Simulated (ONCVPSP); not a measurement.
Varying the ONCV potential for Ca (Z = 20)

Base potential:

ONCVPSP 4.0.1 input, shortened (lines: element, Z, core and valence counts, functional; n l f; lmax; l rc ep ncon nbas qcut; lloc lpopt rc5 dvloc0; l nproj debl; icmod fcfact rcfact), PBE, scalar-relativistic:

```
  Ca 20.00    3    3        4      upf
    1    0    2.00
    2    0    2.00
    2    1    6.00
    3    0    2.00
    3    1    6.00
    4    0    2.00
    2
    0    1.65    0.00    4    7    7.40
    1    1.30    0.00    4    7    7.00
    2    1.30    0.39    4    8    7.50
    2    5    1.30    0.00
    0    2    1.90
    1    2    0.70
    2    0    2.30
    0    0.00    0.00
```

In the p channel the program set the typed energies aside and used -1.029, 0.250 Ha. In the d channel the program set the typed energies aside and used 0.050 Ha.

Cutoffs, loose and tight: the cutoffs (Ha) at which the residual kinetic energy of the hardest occupied pseudo-wave falls to 1 and 0.1 mHa per electron. They do not see the model core or the augmentation charge, which bear on the density cutoff. Test errors are all-electron minus pseudo excitation energies from the reference, over the configurations 3s2 3p6 4s1; 3s2 3p6 4s0; 3s2 3p6 4s1.5; 3s2 3p6 4s0 4p1. A dash means not determined; rows that change the core or the reference have their own tests.

```tsv
change	outcome	cutoff, loose	cutoff, tight	bound ghosts	GHOST(+) flags above zero	largest test error (meV)
base	generated, projector energies reset by the program	18 Ha	41 Ha	none	s	-0.9
d: nproj 1; local potential polynomial inside 1.05 bohr (lpopt 5, dvloc0 2 Ha)	generated, projector energies reset by the program	18 Ha	41 Ha	none	none	-0.9
```

What comes out with this change to the base: d: rc 1.58?

outcome: failed: test_data: rc < rc(lloc) for l = 1. Not allowed.. Cause: the input breaks a rule of the program: no channel may have a smaller radius than the local channel.

What comes out with this change to the base: p: nproj 1?

outcome: generated, projector energies reset by the program; cutoff, loose: 18 Ha; cutoff, tight: 41 Ha; bound ghosts: none; GHOST(+) flags above zero: s; largest test error (meV): -11.

What comes out with this change to the base: all radii scaled by about 1.12 (s 1.86, p 1.46, d 1.46 bohr)?

outcome: generated, projector energies reset by the program; cutoff, loose: 16 Ha; cutoff, tight: 19 Ha; bound ghosts: none; GHOST(+) flags above zero: s; largest test error (meV): -1.2.
